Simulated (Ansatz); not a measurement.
Single points on BaSe2⁻.

```yaml
crystal:
  periodic: [false, false, false]
  atoms:
    - {symbol: Ba, position_ang: [0.003128, -0.000251, -0.000023]}
    - {symbol: Se, position_ang: [-0.230765, -2.841233, -0.125302]}
    - {symbol: Se, position_ang: [0.227637, 2.841484, 0.125325]}
basis:
  gaussian: {orbitals: def2-TZVPD, initial_orbitals: start.molden}
total_charge: -1
magnetization: {spin_polarized: true, initial_magnetization: 1}
hamiltonian: {xc: r2scan, dispersion: d4}
scf: {omitted_lower_state_checks: [starts]}
output: {orbitals: {seedname: orbitals}}
```

The file start.molden holds the orbitals of an earlier run on this structure, at another level or in another basis.

```sh
$ ansatz run in.yaml --threads 4 --pin off --events-out ev --progress --plain --max-ram 3916MiB
```

It prints (some lines left out):

```
Functional definition: r2SCAN
1133 factors; their error is unknown
mean field evaluation 1: about -131396.6224 eV, gradient 6.1e0 eV
mean field evaluation 2: about -131396.6659 eV, gradient 7.6e-2 eV
mean field evaluation 4: about -131396.6423 eV, gradient 2.5e-4 eV
mean field evaluation 8: about -131396.6423 eV, gradient 1.6e-5 eV
mean field -131396.64225450 eV, -4828.7375390100 hartree, gradient 1.6e-5 eV, S^2 0.754966; 0 other end points of the search recorded, 0 dependent functions left out
reference -131396.64231123 eV, -4828.7375410946 hartree; 40, 39 occupied and 114, 115 virtual orbitals, 1133 factors
Total energy: -131396.65552052 eV, -4828.7380265270 hartree
Checks for a lower state left out: starts
```

It took 11 s on 4 threads of Arm Neoverse N1 on a shared host.

First input, but with `hamiltonian: {xc: pbe}`, `correlation: {method: rpa}` and without the key `output` (abridged; 8.5 s):

```
Functional definition: PBE
mean field -131377.87394041 eV, -4828.0478161886 hartree, gradient 4.8e-6 eV, S^2 0.752800
18 core orbitals not correlated: weight in the atoms' cores, before any rotation towards them, 1.000 or more for the frozen orbitals, at most 0.000 for the correlated occupied ones
Total energy: -131321.12577213 eV, -4825.9623594697 hartree
Checks for a lower state left out: starts
```

As the first input, with `hamiltonian: {xc: {name: B97M-V}}`, `output: {forces: true, orbitals: {seedname: orbitals}}` (abridged; 32 s):

```
Functional definition: B97M-V
mean field -131372.99575001 eV, -4827.8685459980 hartree, gradient 1.4e-5 eV, S^2 0.755903
Total energy: -131372.99581096 eV, -4827.8685482381 hartree
Atom 0 force     0.000267    -0.000021    -0.000002 eV/Å
Atom 1 force    -0.018639    -0.229396    -0.010117 eV/Å
Atom 2 force     0.018372     0.229418     0.010119 eV/Å
Dipole moment:     0.006572    -0.000528    -0.000048 e Å
Checks for a lower state left out: starts
```

The first input with `hamiltonian: {xc: {name: BHLYP}, dispersion: d4}` (abridged; 20 s):

```
Functional definition: BHLYP
mean field -131393.81255749 eV, -4828.6335495627 hartree, gradient 1.7e-5 eV, S^2 0.763365
Total energy: -131393.97871973 eV, -4828.6396559124 hartree
Checks for a lower state left out: starts
```

The first input with `hamiltonian: {xc: pbe, dispersion: d4}` (abridged; 6.5 s):

```
Functional definition: PBE
mean field -131377.87394310 eV, -4828.0478162875 hartree, gradient 4.9e-6 eV, S^2 0.752800
Total energy: -131377.94249427 eV, -4828.0503354967 hartree
Checks for a lower state left out: starts
```

As the first input, with `gaussian: {orbitals: def2-SVPD, initial_orbitals: start.molden}`, `hamiltonian: {xc: pbe, dispersion: d4}` (abridged; 5 s):

```
Functional definition: PBE
mean field -131361.33838679 eV, -4827.4401458015 hartree, gradient 1.2e-5 eV, S^2 0.752402
Total energy: -131361.40692895 eV, -4827.4426646792 hartree
Checks for a lower state left out: starts
```

As the first input, with `hamiltonian: {xc: {name: BLYP}, dispersion: d4}` (abridged; 7 s):

```
Functional definition: BLYP
mean field -131398.34505409 eV, -4828.8001157408 hartree, gradient 2.9e-5 eV, S^2 0.752340
Total energy: -131398.47216365 eV, -4828.8047869308 hartree
Checks for a lower state left out: starts
```

Geometry: PBE-D4/def2-TZVPD.

In the def2 sets Ba takes a core potential; there is no spin–orbit coupling. Correlated methods freeze 18 core orbitals; core or outer-core shells of Ba, Se are correlated, in sets that lack core-valence functions. The structure comes from a short search, and lower isomers may exist.
